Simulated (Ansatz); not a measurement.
A structure relaxed at r2SCAN-D4/def2-SVP in Ansatz, charge 0, doublet:

Cartesian coordinates in Å:
```
Ge -1.379 -1.595 -0.284
Ge 0.028 1.687 0.076
Ge 0.135 -0.139 -1.526
Ge -0.337 -0.267 1.477
H -1.154 -3.130 -0.314
H -1.217 2.570 -0.081
H 1.088 -0.896 1.649
H 1.552 -0.770 -1.306
H 1.283 2.540 0.310
```

Q: Give its formula and point group.

A: Ge₄H₅. Point group Cs (tolerance 0.1 Å).

Q: Summarise the bond lengths by kind (pairs closer than 1.2 times the sum of covalent radii, bridged metal pairs left out).

A: 4 × Ge–Ge 2.43 to 2.44 Å; 5 × Ge–H 1.53 to 1.57 Å.

Another isomer (doublet) lies 0.12 eV lower at PBE0-D4/def2-TZVP; other spin states weren't run for this one.
